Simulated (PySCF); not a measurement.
C6H8ClO2 (doublet state).
Z-matrix (Å and degrees, GFN2-xTB geometry), rows numbered from 1:
```
O 
C   1  1.1948
O   2  1.3188  1  127.01
C   3  1.4419  2  117.04  1    -0.84
C   4  1.4758  3  114.45  2  -163.13
C   5  1.4815  4   94.24  3  -120.50
C   6  1.5456  5   88.67  4     2.33
C   7  1.5130  4  114.09  3     2.04
Cl  8  1.7841  7  109.87  4   167.77
H   2  1.1037  1  124.36  3  -179.62
H   4  1.0998  3  106.79  2   -31.81
H   5  1.0695  4  131.48  3    47.87
H   6  1.0929  5  115.59  4  -114.65
H   6  1.0941  5  115.54  4   119.13
H   7  1.0902  4  113.21  3  -125.08
H   8  1.0904  7  111.18  4    49.41
H   8  1.0907  7  111.43  4   -73.75
```

The hyperfine couplings belong to this conformer and change with its torsions.

Identity: `O=CO[C@@H]1[CH]C[C@@H]1CCl` [radical].

Theory: UKS B3LYP, pcH-1 on C Cl H O, non-relativistic, mean-field spin-orbit, GIAO (PySCF 2.14.0). The structure is a single GFN2-xTB conformer in the gas phase; no vibrational or solvent corrections. The geometry wasn't refined by DFT: couplings that depend on bond lengths, twists or pyramidal angles can differ widely from those at the functional's own minimum. Stability of the SCF solution: not tested.

Q: What is the g tensor, term by term?

A: 
```tsv
Δg (ppm)	1	2	3
relativistic mass correction	-148	-148	-148
gauge correction	13	31	28
orbital Zeeman/spin–orbit	-133	498	740
total	-267	381	620
```

So g = 2.00205, 2.00270, 2.00294 and g_iso = 2.00256; the tensor is rhombic: the two nearest values differ by 27 % of g3 − g1. 

Q: How much does each term add to the isotropic shift?

A: The orbital-Zeeman/spin–orbit term 368, the mass correction -148 and the gauge correction 24 ppm, for a total of 244 ppm. The orbital-Zeeman/spin–orbit term is the largest in size. The mass correction is the same along every axis, so the anisotropy comes from the other two: their spans along these axes are 18 (gauge) and 873 ppm (orbital Zeeman/spin–orbit).

Q: What effective moment and Curie constant follow for a powder?

A: With the mean of g² = 4.0103 and S(S+1) = 0.75: μ_eff = √(⟨g²⟩S(S+1)) = 1.734 μB and χT = 0.12505·⟨g²⟩·S(S+1) = 0.376 cm³ K/mol (cgs; spin-Hamiltonian part alone).

Q: At 9.349 GHz, how far is the centre of the isotropic spectrum from where a free electron (g = 2.002319) resonates?

A: B = hν/(g μB) with μB/h = 13.99624 MHz/mT gives 333.60 mT for the free electron and 333.55 mT at g_iso, 0.04 mT lower.

Q: In a frozen sample, at which fields do the three g values resonate at 9.5, 34, 94 and 263 GHz (hyperfine left aside), and which band first spreads them over more than twice a line width of 0.3 mT?

A: 
```csv
band,GHz,B(g3) mT,B(g2) mT,B(g1) mT,spread mT
X,9.5,338.88,338.92,339.03,0.15
Q,34.0,1212.83,1212.97,1213.37,0.54
W,94.0,3353.12,3353.52,3354.60,1.49
J,263.0,9381.59,9382.71,9385.75,4.16
```

The spread grows in proportion to the frequency. W band is the first where it exceeds 0.6 mT.

Largest spin populations (Mulliken): C5 (+1.00) and C6 (-0.09). C5 is the only atom above +0.15. The positive populations add up to 1.18 and the negative ones to -0.18, together 2S = 1. The angles at C5 add up to 358.8°, so it is planar; its axial dipolar tensor and the negative coupling of its proton fit spin in a p orbital normal to that plane.

The HOMO–LUMO gaps are 5.81 eV among the α and 5.78 eV among the β orbitals.
